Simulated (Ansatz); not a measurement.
Abridged output of a molecular run in Ansatz:

```
Functional definition: HF
1210 factors; integrals over basis functions are off by at most 9.3e-4 eV
mean field evaluation 1: about -11678.9482 eV, gradient 3.3e1 eV
mean field evaluation 2: about -11679.2022 eV, gradient 3.3e1 eV
mean field evaluation 4: about -11682.0428 eV, gradient 4.4e0 eV
mean field evaluation 8: about -11682.1115 eV, gradient 2.3e-1 eV
mean field -11682.11178682 eV, -429.3096897457 hartree, gradient 2.0e-6 eV, S^2 0.000000; 0 other end points of the search recorded, 0 dependent functions left out
8 core orbitals not correlated: weight in the atoms' cores, before any rotation towards them, 1.000 or more for the frozen orbitals, at most 0.000 for the correlated occupied ones
reference -11682.11178682 eV, -429.3096897457 hartree; 11, 11 occupied and 186, 186 virtual orbitals, 1210 factors
second order -16.90709024 eV of doubles, -0.00000000 eV of singles
cycle   1  -17.33901848 eV  change   -4.3e-1 eV  update   1.0e-1
cycle   2  -17.82982478 eV  change   -4.9e-1 eV  update   3.3e-2
cycle   3  -17.95962860 eV  change   -1.3e-1 eV  update   2.0e-2
cycle   4  -17.94584668 eV  change    1.4e-2 eV  update   5.8e-3
cycle   5  -17.94537974 eV  change    4.7e-4 eV  update   2.9e-3
cycle   6  -17.94608197 eV  change   -7.0e-4 eV  update   8.5e-4
cycle   7  -17.94560037 eV  change    4.8e-4 eV  update   3.0e-4
cycle   8  -17.94560359 eV  change   -3.2e-6 eV  update   1.0e-4
cycle   9  -17.94565594 eV  change   -5.2e-5 eV  update   3.5e-5
cycle  10  -17.94564312 eV  change    1.3e-5 eV  update   1.4e-5
perturbative correction -0.74224580 eV, -0.0272770302 hartree
Total energy: -11700.79967574 eV, -429.9964569967 hartree
```

Its atoms:

Z-matrix (Å, degrees):
```
C
O 1 1.462
Si 1 1.921 2 92.5
H 1 1.091 2 108.9 3 -120.6
H 1 1.091 2 108.9 3 120.7
B 2 1.357 1 106.2 3 0.0
H 3 1.489 1 114.9 2 116.5
H 3 1.489 1 115.0 2 -116.6
H 6 1.194 2 121.1 1 180.0
```

Problem. Which basis set was used?
A. cc-pV(D+d)Z
B. def2-TZVPPD
C. def2-TZVPP
D. cc-pV(Q+d)Z

Solution. C. It gives 205 functions.

Problem. Write the keys of the input that set method, charge and spin (a neutral closed shell needs none for the last two).

Solution. 
```yaml
correlation: {method: ccsd_t}
```
